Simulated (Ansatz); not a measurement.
Compare A (`C[CH2][Al]([CH3])[CH3]`) with its isomer B (`CC(C)[CH2][AlH2]`).

Calculated with Ansatz (gas phase, PBE0-D4/def2-TZVP geometries, no zero-point term in ΔE). CBS: MP2 limit from def2 TZ/QZ plus the TZ coupled-cluster correction, frozen cores. DFT in def2-TZVPP. B3LYP here is the variant with VWN-RPA as its local correlation; programs differ in this. Each species was taken in one conformer, which may not be the lowest.

Task: Which is lower in electronic energy at CCSD(T)/CBS, and by how much? (An estimate is asked.)

Result: Ansatz gave: A, by 77.6 kJ/mol.

Task: Give E(B) − E(A) in kJ/mol with B2PLYP, LDA (SPW92), B3LYP-D4, PBE-D4, ωB97M-V, BLYP-D4, CCSD(T)/def2-TZVPP. (Best estimate.)

Result: Ansatz gave: B2PLYP 83.8, LDA (SPW92) 71.7, B3LYP-D4 81.7, PBE-D4 83.4, ωB97M-V 80.7, BLYP-D4 82.6, CCSD(T)/def2-TZVPP 74.8. None reverses the order clearly.

Task: Does the order hold for the free energy at 298.15 K (harmonic terms from PBE0-D4)? (An estimate is asked.)

Result: Computed: Yes: G(B) − G(A) = +87.9 kJ/mol, for one conformer each. Modes under 60 cm⁻¹, often nearly free rotors, make the harmonic entropy too high.

Largest T1 diagnostic: 0.009.

From PBE to PBE0 (25 % exact exchange), in def2-TZVPP and without D4, E(B) − E(A) moves by −3.9 kJ/mol. In def2-TZVPP, CCSD(T) changes the Hartree–Fock value by +4.0 kJ/mol (the triples alone add +0.1 kJ/mol) and MP2 by +5.9 kJ/mol.
